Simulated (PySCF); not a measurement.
Problem. Give a PBE0-D3(BJ)/def2-SVP geometry of `[SiH3]S[C@H]1CC=CCCC1`.

Solution. 
```
atom  x, y, z in Å
Si1    3.3319    0.3137    0.1995
S2     2.2529    0.7573   -1.5958
C3     0.5139    0.2534   -1.2152
C4     0.4362   -1.2212   -0.8122
C5    -0.9308   -1.8335   -0.9429
C6    -2.0388   -1.3963   -0.3354
C7    -2.1098   -0.2061    0.5791
C8    -1.6320    1.1059   -0.0456
C9    -0.1231    1.2315   -0.2331
H10    2.7453    0.9657    1.4102
H11    4.6941    0.8662   -0.0523
H12    3.4434   -1.1521    0.4733
H13    0.0324    0.3696   -2.2007
H14    0.7897   -1.3194    0.2327
H15    1.1499   -1.7858   -1.4289
H16   -1.0107   -2.7143   -1.5896
H17   -2.9706   -1.9431   -0.5167
H18   -1.5090   -0.4029    1.4883
H19   -3.1457   -0.0805    0.9281
H20   -2.1418    1.2535   -1.0132
H21   -1.9527    1.9391    0.6013
H22    0.1088    2.2522   -0.5747
H23    0.3713    1.1196    0.7492
```

Orientation and origin are arbitrary. Atoms count from 1 in this order. The 7-membered ring C3–C4–C5–C6–C7–C8–C9 has internal angles of 114.6° to 125.5° (sum 827°, against 900° for a flat polygon); it is puckered, 0.27 Å rms from its mean plane, widest ring torsion 73°. Of the pairs four or more bonds apart, Si1···H14 is among the closest relative to their van der Waals radii: 3.02 Å, 92 % of the sum of Bondi's values. The C–C distances run from 1.337 Å (C5=C6, drawn double) to 1.531 Å (C3–C4, drawn single), a spread of 0.194 Å. Si1 (SiH3 silicon) is distorted tetrahedral (angles from 104.0° to 113.2°).

Bonds between heavy atoms (Å): Si1–S2 2.141, S2–C3 1.850, C3–C4 1.531, C4–C5 1.504, C5=C6 1.337, C6–C7 1.503, C7–C8 1.530, C8–C9 1.526, C3–C9 1.526.

Level of theory: PySCF 2.14.0, PBE0-D3(BJ)/def2-SVP geometry optimisation, gas phase.

Point group: C1 (no symmetry element, even within 0.4 Å). No PBE0-D3(BJ)/def2-SVP frequencies stand behind this structure, so it isn't proved a minimum. One conformer, not necessarily the lowest (Si1–S2–C3–C4 -58°, S2–C3–C4–C5 -160°, C3–C4–C5–C6 -58°, C5–C6–C7–C8 57°, C6–C7–C8–C9 -73°).
